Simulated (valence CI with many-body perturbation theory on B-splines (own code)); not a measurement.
# N I: calculated level list

Calculated by valence CI with perturbative core correlation (CI+MBPT): five valence electrons over a frozen Dirac-Fock core [He], a basis of 10 s, 10 p, 9 d, 7 f, 4 g, 2 h functions for each j, with the one-electron correlation potential Σ1 (screened to all orders), the two-electron term Σ2, the three-electron term Σ3, Breit, model QED; selected single and double excitations, second order for the rest, scaled by the run's own slope (own B-spline code, finite nucleus).

Set against measurement, 40 paired levels are off by 85 cm⁻¹ on average, the worst by 169. These come from a selection out of the NIST Handbook of Basic Atomic Spectroscopic Data. Levels without a partner in it may be off by more. Among the levels kept, up to 960 cm⁻¹ of a level comes from second order outside the variational space, and about a tenth of that is noise between levels of different J, which matters for small intervals.

Levels 46 to 63 of 63, with energies above the lowest level, 2s2 2p3 4S°_3/2. "Leading %" is the weight of the configuration and term that name the level; weights of strongly mixed levels are sums over their largest components and can fall short. Lifetimes count E1, E2, E3, M1 and M2 decay at the calculated energies, and are blank where another channel may lead or the interval is too uncertain; long ones can be off by a factor of two.

| No. | Configuration | Term | J | E (eV) | Leading % | g | Second component | Lifetime |
| --- | --- | --- | --- | --- | --- | --- | --- | --- |
| 46 | 2s2 2p2 3d | 4D | 3/2 | 13.008 | 84 | 1.230 | 6 % 2s2 2p2 3d 4P | 21.3 ns |
| 47 | 2s2 2p2 3d | 4D | 7/2 | 13.009 | 88 | 1.423 |  | 27.3 ns |
| 48 | 2s2 2p2 3d | 4D | 5/2 | 13.010 | 83 | 1.381 | 6 % 2s2 2p2 3d 4P | 21.0 ns |
| 49 | 2s2 2p2 3d | 2D | 3/2 | 13.025 | 89 | 0.804 |  | 7.18 ns |
| 50 | 2s2 2p2 3d | 2D | 5/2 | 13.027 | 88 | 1.199 |  | 7.28 ns |
| 51 | 2s2 2p2 4p | 2S° | 1/2 | 13.193 | 89 | 2.002 |  | 225 ns |
| 52 | 2s2 2p2 4p | 4D° | 1/2 | 13.225 | 90 | 0.015 |  | 228 ns |
| 53 | 2s2 2p2 4p | 4D° | 3/2 | 13.228 | 88 | 1.210 |  | 229 ns |
| 54 | 2s2 2p2 4p | 4D° | 5/2 | 13.232 | 87 | 1.378 |  | 228 ns |
| 55 | 2s2 2p2 4p | 4D° | 7/2 | 13.238 | 90 | 1.429 |  | 232 ns |
| 56 | 2s2 2p2 4p | 4P° | 1/2 | 13.252 | 90 | 2.650 |  | 186 ns |
| 57 | 2s2 2p2 4p | 4P° | 3/2 | 13.254 | 88 | 1.725 |  | 182 ns |
| 58 | 2s2 2p2 4p | 4P° | 5/2 | 13.259 | 88 | 1.594 |  | 180 ns |
| 59 | 2s2 2p2 4p | 2D° | 3/2 | 13.278 | 84 | 0.804 | 6 % 2s2 2p2 3p 2D° | 235 ns |
| 60 | 2s2 2p2 4p | 2D° | 5/2 | 13.287 | 83 | 1.202 | 6 % 2s2 2p2 3p 2D° | 232 ns |
| 61 | 2s2 2p2 4p | 4S° | 3/2 | 13.310 | 88 | 1.996 |  | 118 ns |
| 62 | 2s2 2p2 4p | 2P° | 1/2 | 13.331 | 85 | 0.667 |  | 143 ns |
| 63 | 2s2 2p2 4p | 2P° | 3/2 | 13.336 | 85 | 1.336 | 4 % 2s2 2p2 3p 2P° | 144 ns |
